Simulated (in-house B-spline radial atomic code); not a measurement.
Results of a calculation; reference values are marked as such.
# Nb in an electron gas of r_s = 2.67: phase shifts, screening, friction and resistivity

A nucleus sits in a uniform electron gas with a rigid positive background. The Kohn-Sham equations are solved self-consistently in the spin-unpolarised LDA (PW92), non-relativistic, on B-splines with outgoing waves at the boundary and partial waves to l = 8. The model has no lattice, no bands and no magnetic solution. Atomic units; δ_l are the phase shifts at the Fermi level, counted so that each bound state adds π, and good to about 0.0005. A narrow, partly filled d or f resonance in a thin gas would split by spin, so such rows rest on a solution that is probably unstable.

The density parameter is r_s = 2.67 bohr, near that of the valence electrons of Cu (1 per atom, density 8.96 g/cm³, mass 63.55 u, which gives r_s = 2.67).

| l | δ_l (rad) |
| --- | --- |
| 0 | 12.0910 |
| 1 | 9.2846 |
| 2 | 4.9164 |
| 3 | -0.0152 |
| 4 | -0.0023 |
| 5 | -0.0007 |
| 6 | -0.0004 |
| 7 | -0.0005 |
| 8 | -0.0004 |

Bound levels below the band bottom (hartree): s -14.96, p -12.12, d -6.902, s -1.618, p -0.8368 and deeper ones.

Q: Check the Friedel sum rule, and say where the screening charge sits.

A: k_F = (9π/4)^(1/3)/r_s = 0.71879. The rule is Z = (2/π) Σ (2l + 1) δ_l. The terms are s 7.697, p 17.732, d 15.649, f -0.068 and -0.030 beyond, in all 40.981 against Z = 41. Bound states hold 8 s, 18 p, 10 d electrons, so the scattering states carry 4.98 in all; where a term is smaller than its bound count, the bound level has drawn weight out of the band.

Q: Find the transport cross section and the electronic stopping of a 1 keV Nb ion (mass 92.91 u).

A: σ_tr = (4π/k_F²) Σ (l + 1) sin²(δ_l − δ_(l+1)). The terms for l = 0 to 3 are 0.1082, 1.7723, 2.8581, 0.0007, all together 4.7393, so σ_tr = 24.323 × 4.7393 = 115.272 bohr². With n = 3/(4π r_s³) = 0.01254, the friction coefficient is Q = n k_F σ_tr = 1.0392. For v well below v_F = 0.719, dE/dx = Q v; with 24801 eV per u at v = 1, v = √(1000/(24801 × 92.91)) = 0.0208, so dE/dx = 0.02165 hartree/bohr = 11.1 eV/nm. The largest term couples the d and f waves.

Q: What residual resistivity would 1 atomic per cent of such centres give in Cu?

A: Δρ = k_F n_i σ_tr/n in atomic units of 21.74 μΩ·cm. With one host atom per 1 electron, n_i/n = 0.01/1, so Δρ = 0.7188 × 0.01000 × 115.272 × 21.74 = 18.01 μΩ·cm. This is an atom added to the gas, as on an interstitial site.

Q: On a substitutional site the background of one host ion, a sphere holding 1 charge, is taken out. The phase shifts for l = 0 to 4 become 12.0287, 9.2531, 4.6430, -0.0199, -0.0036. What follows?

A: The Friedel sum is now 39.98, for Z − 1 = 40. The sum in σ_tr is 5.1010, so σ_tr = 124.07 bohr² and Δρ = 19.39 μΩ·cm per atomic per cent, 1.08 times the value above. A real host ion scatters too, so this model doesn't give zero even for the host's own atom.
